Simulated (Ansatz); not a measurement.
Mulliken charges of `FC(S)[TeH]` from ωB97M-V/def2-TZVPP in Ansatz (PBE0-D4/def2-TZVP geometry).

```tsv
atom	x (Å)	y (Å)	z (Å)	charge (e)
F1	1.178	-1.369	-0.086	-0.191
C2	0.176	-0.432	0.006	-0.057
S3	0.627	0.954	1.027	-0.090
Te4	-0.184	0.258	-2.023	0.071
H5	-0.715	-0.933	0.379	0.161
H6	0.494	0.323	2.212	0.103
H7	-1.515	1.131	-1.561	0.004
```

By hand: the dipole of these point charges (1 e Å = 4.8032 D).

Σ q r = (-0.375, 0.106, 0.063) e Å, of length 0.395 e Å = 1.90 D.

How does the dipole of the full density compare? (An estimate is asked.)

Ansatz gave: (-0.308, 0.005, 0.136) e Å, 1.62 D; the point charges give 1.17 times that, at 20° from its direction.

Point charges leave out the atoms' own dipoles, such as those of lone pairs, and Mulliken's split depends on the basis, so the two needn't agree.
